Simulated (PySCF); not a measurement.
C5H8PSi (charge -1).
Structure used (PBE0-D3(BJ)/def2-SVP), in Å, numbered top down from 1:
```
atom  x, y, z in Å
C1    -0.9419   -1.4856    0.4204
C2    -0.7691    0.0036    0.3131
C3    -1.8082    0.9255    0.4085
P4    -1.2735    2.6028    0.2393
C5     0.3740    2.0432    0.0371
C6     0.4955    0.6386    0.0984
Si7    2.0973   -0.2351   -0.0871
H8    -1.9979   -1.7490    0.5910
H9    -0.3586   -1.9205    1.2542
H10   -0.6171   -2.0170   -0.4943
H11   -2.8484    0.6218    0.5737
H12    1.2319    2.7051   -0.1223
H13    3.2253    0.7388   -0.3014
H14    2.1859   -1.2074   -1.2447
H15    2.5245   -1.0863    1.0902
```

Level: PBE0/pcSseg-1 in PySCF, non-relativistic, on one gas-phase PBE0-D3(BJ)/def2-SVP geometry that isn't relaxed in the solvent. The solvent is an IEF-PCM continuum (Bondi radii, 1.10 Å for H, scaled by 1.2). Only the electrostatic response of the medium enters.

```csv
run,E − E(gas) (kJ/mol),HOMO (eV),HOMO–LUMO gap (eV)
gas,0.00,-0.73,5.56
P,-210.84,-4.97,5.72
Q,-183.31,-4.44,5.70
```

The runs were made in dimethylsulfoxide and tetrahydrofuran. Which run belongs to which solvent?

P = dimethylsulfoxide, Q = tetrahydrofuran. The dielectric constants are 7.426 (tetrahydrofuran), 46.83 (dimethylsulfoxide), and the energy falls further as ε rises. In this model the ground state sees the solvent through ε alone.

How constant is the ratio of the lowering to 1 − 1/ε?

| solvent | 1 − 1/ε | E − E(gas) (kJ/mol) | ratio (kJ/mol) | polarisation term (kJ/mol) |
| --- | --- | --- | --- | --- |
| tetrahydrofuran | 0.865 | -183.31 | -211.8 | -190.38 |
| dimethylsulfoxide | 0.979 | -210.84 | -215.4 | -221.60 |

The ratio changes by +1.7 % in size from tetrahydrofuran to dimethylsulfoxide. The polarisation term is half the interaction of the solute with the induced surface charges.

Hardware: one thread, Arm Neoverse N1, on a shared host. Cost: 39 s. This is the whole shielding run at PBE0/pcSseg-1 in dimethylsulfoxide, SCF included.
